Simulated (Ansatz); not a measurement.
A structure relaxed at PBE-D4/def2-TZVPD in Ansatz, charge -1, doublet:

Cartesian coordinates in Å:
```
Sn -1.195 0.790 0.917
Sn 0.532 0.794 -1.412
H -0.533 -0.700 1.714
H 1.197 -0.883 -1.219
```

(1) Give its formula and point group.

(2) Summarise the bond lengths by kind (pairs closer than 1.2 times the sum of covalent radii, bridged metal pairs left out).

Results:

(1) the cluster Sn₂H₂⁻. Point group C2 (tolerance 0.1 Å).

(2) 1 × Sn–Sn 2.90 Å; 2 × H–Sn 1.81 Å.

In the def2 sets Sn takes a core potential; there is no spin–orbit coupling. The highest occupied level of the charge -1 doublet lies above zero (up to 0.28 eV). The electron is either unbound and held by the finite basis, or the level is raised by self-interaction error. Another isomer (doublet) lies 0.09 eV lower at PBE0-D4/def2-TZVPD; other spin states weren't run for this one.
